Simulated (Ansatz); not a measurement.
BaCl₂, SMILES [Cl][Ba][Cl].

Geometry optimised at B3LYP-D3(BJ)/def2-TZVP. The isomer is the one that the SMILES or the coordinates give; other isomers of the formula were not compared. The def2 effective core potentials stand for the cores of Ba; spin–orbit coupling is left out.

Two levels are set side by side: PBE/def2-TZVPD (Ansatz, a first-principles code) and PBE0/def2-TZVPD (Ansatz). Energy differences of separate SCF runs at the same geometry; the states with an electron removed or added have multiplicity 2 and 2. Differences are taken from unrounded values.

```csv
quantity,PBE
vertical ionisation energy (eV),9.15
vertical electron affinity (eV),0.94
vertical singlet–triplet gap (eV),4.36
```

Q: These are the PBE values. What does PBE0 give? (Estimate from the structure and the level; the computed values follow.)

A: 
```csv
quantity,PBE0,PBE minus PBE0
vertical ionisation energy (eV),9.56,-0.40
vertical electron affinity (eV),0.92,0.02
vertical singlet–triplet gap (eV),4.82,-0.46
```
